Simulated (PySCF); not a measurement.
NMR data sheet: C₇H₇NOSi

```yaml
Formula: C7H7NOSi
SMILES: N#Cc1cccc(O[SiH3])c1
InChI: InChI=1S/C7H7NOSi/c8-5-6-2-1-3-7(4-6)9-10/h1-4H,10H3
Point_group_of_the_computed_structure: C1
Degrees_of_unsaturation: 6
Carbon_signals: 7
Proton_signals: 5
```

Atoms are numbered as in `[N:1]#[C:2][c:3]1[cH:4][cH:5][cH:6][c:7]([O:8][SiH3:9])[cH:10]1`. Hydrogens are named by the atom that carries them.

- σ from GIAO-PBE0/pcSseg-1
- geometry from GFN2-xTB
- code: PySCF 2.14.0 with density-fitted response routines
- no solvent model, non-relativistic, averaged over atoms made equivalent by symmetry, fast rotation or ring inversion, single conformer

Chemical shifts δ = σref − σ; TMS for ¹H, ¹³C, ²⁹Si; ¹⁵N against NH3; ¹⁷O vs H2O, all at this level.

```tsv
carbon	δC, type	δH (multiplicity)	HMBC from (2–3 bonds)	span of the C tensor (ppm)
C2	124.1, C	–	H(C4), H(C10)	354
C3	118.3, C	–	H(C5), H(C4), H(C10)	204
C4	132.3, CH	7.58 (m)	H(C5), H(C6), H(C10)	226
C5	136.4, CH	7.70 (m)	H(C4), H(C6)	235
C6	130.3, CH	7.47 (d)	H(C5), H(C4), H(C10)	198
C7	162.6, C	–	H(C5), H(C6), H(C10), H(Si9)	188
C10	123.9, CH	7.11 (s)	H(C4), H(C6)	189
```

Other nuclei:
| atoms | nucleus | environment | δ (ppm) | σ (ppm) |
| --- | --- | --- | --- | --- |
| H(Si9) | ¹H | hydrogen on a silicon bonded to O | 5.18 | 26.54 |
| Si9 | ²⁹Si | silicon bonded to O, 3 H | -41.2 | 390.3 |
| N1 | ¹⁵N | nitrile nitrogen | 316.0 | -48.3 |
| O8 | ¹⁷O | oxygen bonded to C, Si | 96.8 | 239.2 |

- Carbon types of the structure: 3 × C, 4 × CH, leaving 3 H on heteroatoms.
- δC 162.6: aromatic carbon bearing oxygen; σ withdrawal by the attached heteroatom moves it downfield of the ring CH carbons.
- δC 136.4, 132.3, 130.3, 123.9: aromatic CH.
- δC 124.1: nitrile carbon; this is the usual window of a C≡N carbon, which has no attached hydrogen.
- δC 118.3: substituted aromatic carbon.
- δH 7.70, 7.58, 7.47, 7.11: hydrogen on an aromatic CH; aromatic region.

Shifts are as computed. Against solution values, carbons near 30 ppm lie about +3 ppm off and those near 130 ppm about +5 ppm. Of 1211 compounds with measured shifts, 218 miss one by over three times the rms of a fit or turn the order of signals round; such compounds aren't used in these exercises. Experimental scales use liquid or dissolved standards, which lie at an offset from isolated NH3 (liquid NH3: subtract about 20 ppm) and H2O (liquid H2O: subtract about 36 ppm). Unscaled 15N shifts of sp2 nitrogen come out 20 to 40 ppm too high even then. No couplings were computed; multiplicities are counted from neighbouring protons, with m where these are inequivalent, close in shift, in a saturated or five-membered ring or joined by F or P, and br s for small geminal =CH2 splittings.
